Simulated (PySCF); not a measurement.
**How methods differ on the ionisation energy of Tc**

Tc [Kr] 4d5 5s2 (6S) → Tc⁺ [Kr] 4d5 5s1 (7S), as a difference of total energies. Calculation: PySCF 2.14, in cc-pVDZ-PP with ECP28MDF; a scalar-relativistic core potential. Correlated levels: valence: 4s2 4p6 frozen. The calculations carry no spin-orbit coupling.

```csv
method,ionisation energy (eV)
UHF,5.583
B3LYP,7.308
PBE0,6.780
MP2 (valence),6.562
SCS-MP2 (valence),6.774
```

Q: How much does correlation contribute at MP2 (valence)?

A: 6.562 − (5.583) = 0.979 eV, measured against UHF.

Errors of the correlated levels include the incompleteness of this basis and the frozen core.

MP2 underrates the near-degeneracy of ns² with np² in the lower species.

For comparison: 7.119 eV (measured; NIST Atomic Spectra Database, ionization energies).
